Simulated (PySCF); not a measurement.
**Correlation energy of B (boron, neutral)**

[He] 2s2 2p1, 2P determinant. All numbers are calculated (PySCF 2.14, no relativity, point nucleus, in def2-TZVP). Frozen: 1s2; 3 electrons correlated.

MP2 pair energies summed by pair of shells (mhartree):

| pair | energy | share (%) |
| --- | --- | --- |
| 2s-2s | -24.40 | 56.1 |
| 2s-2p | -19.10 | 43.9 |

Total MP2 correlation energy: -43.50 mhartree.

Same-spin part -3.13 and opposite-spin part -40.38 mhartree; SCS-MP2 scales them by 1/3 and 6/5 to -49.49 mhartree.

```csv
level,correlation energy (mhartree)
CCSD,-64.26
(T),-1.31
CCSD(T),-65.57
```

Diagnostics: T1 = 0.014, D1 = 0.0259, largest double amplitude 0.107.

Problem. Is a single reference adequate?

Solution. Mostly. T1 lies below 0.03, but a double amplitude of this size points to a near-degeneracy that CCSD handles and MP2 describes poorly.
